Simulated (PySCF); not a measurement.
**TDDFT excited states: C6H10NP**

Species: C6H10NP.
Bonds: N1–C2 (triple), C2–C3, C3–C4, C4–P5, P5–C6, C6–C7, C7–C8, C6–C8. Hydrogens: H9, H10 on C3; H11, H12 on C4; H13 on P5; H14 on C6; H15, H16 on C7; H17, H18 on C8.

Method used: PySCF 2.14.0, density-fitted response routines, TDDFT CAM-B3LYP/def2-SVPD, vertical, gas phase, core orbitals frozen in the response. Isolated species at its GFN2-xTB geometry (one conformer only). Torsions of this conformer, `[N:1]#[C:2][CH2:3][CH2:4][PH:5][CH:6]1[CH2:7][CH2:8]1`: C2–C3–C4–P5 -179°, C3–C4–P5–C6 -171°, C4–P5–C6–C7 -163°.

Q: Predict the UV-vis stick spectrum at this level.

A: 

```json
{"state": "S1", "E (eV)": "6.53", "E (hartree)": "0.2399", "f": "0.092", "main configurations (H = HOMO, L = LUMO)": "H→L (85%)"}
{"state": "S2", "E (eV)": "6.68", "E (hartree)": "0.2454", "f": "0.083", "main configurations (H = HOMO, L = LUMO)": "H→L+1 (77%), H→L+4 (9%)"}
{"state": "S3", "E (eV)": "7.63", "E (hartree)": "0.2805", "f": "0.066", "main configurations (H = HOMO, L = LUMO)": "H→L+2 (70%), H→L+8 (16%)"}
{"state": "S4", "E (eV)": "7.84", "E (hartree)": "0.2880", "f": "0.084", "main configurations (H = HOMO, L = LUMO)": "H→L+4 (80%)"}
{"state": "S5", "E (eV)": "7.84", "E (hartree)": "0.2882", "f": "0.0019", "main configurations (H = HOMO, L = LUMO)": "H-4→L+6 (18%), H-3→L+5 (12%), H-3→L (10%)"}
{"state": "S6", "E (eV)": "7.92", "E (hartree)": "0.2911", "f": "0.025", "main configurations (H = HOMO, L = LUMO)": "H-1→L (52%), H-1→L+1 (29%)"}
{"state": "S7", "E (eV)": "7.95", "E (hartree)": "0.2923", "f": "0.024", "main configurations (H = HOMO, L = LUMO)": "H-1→L+1 (48%), H-1→L (15%), H-2→L+1 (12%)"}
{"state": "S8", "E (eV)": "8.00", "E (hartree)": "0.2938", "f": "0.034", "main configurations (H = HOMO, L = LUMO)": "H→L+3 (45%), H→L+5 (12%), H-2→L+1 (8%)"}
```

Triplets (Tamm–Dancoff): T1 5.47 eV, H→L+1 (42%), H→L (27%); T2 5.53 eV, H→L (38%), H→L+1 (23%), H→L+4 (12%); T3 6.52 eV, H-3→L+6 (24%), H-4→L+5 (9%).

The lowest singlet lies at 6.53 eV (190 nm, vacuum ultraviolet) and is of moderate strength; its leading configuration is HOMO→LUMO (85%). The lowest level is also the most intense of those listed (f = 0.092). S4/S5 lie within about 0.01 eV of each other. Löwdin shares by element: HOMO phosphorus 61%, carbon 22% or more, hydrogen 7% or more; LUMO carbon 38% or more, phosphorus 17% (atoms not listed hold the other 45%). The listed states span 1.47 eV, and the widest gap between neighbours is 0.95 eV (S2 to S3). The oscillator strengths of these states sum to 0.410; summed over the whole spectrum of an exact calculation they would give the number of electrons, 68 (Thomas–Reiche–Kuhn). Of the 8 states listed, 7 reach f = 0.01 and none stays under 0.0005. Only the lowest 8 singlets were computed, as vertical energies without vibronic structure.
